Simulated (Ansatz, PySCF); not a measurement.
BrF3Si. Atoms are numbered in the order given.

```xyz
5

F      1.2930    -0.7465    -1.3619
Si     0.0000     0.0000    -0.7989
F      0.0000     1.4930    -1.3619
F     -1.2930    -0.7465    -1.3619
Br     0.0000     0.0000     1.3702
```
Charge 0, spin multiplicity 1.

Geometry: r2SCAN-D4/def2-SVP.

Vertical ionisation energy (IE) and electron affinity (EA) in eV. Rows of orbital energies are one-electron estimates. Where ΔSCF, EOM or ADC give a negative EA the extra electron is unbound and the value depends on the basis.

| level | IE | EA |
|---|---|---|
| −ε(HOMO), −ε(LUMO), CAM-B3LYP/def2-TZVP (PySCF) | 11.02 | -0.70 |
| −ε(HOMO), −ε(LUMO), PBE/def2-TZVP (PySCF) | 8.29 | 1.36 |
| ΔSCF, PBE0/def2-TZVPD (Ansatz), final states of multiplicity 2 and 2 | 12.29 | -0.44 |
| ΔSCF, PBE/def2-TZVPD (Ansatz), final states of multiplicity 2 and 2 | 12.02 | -0.26 |

Q: What vertical singlet–triplet gap does ΔSCF give with PBE0/def2-TZVPD (Ansatz, an electronic-structure program) and with PBE/def2-TZVPD (Ansatz)? (An estimate is asked for; the answer gives what the named calculation found.)

A: 7.18 and 6.89 eV (triplet above singlet where positive).
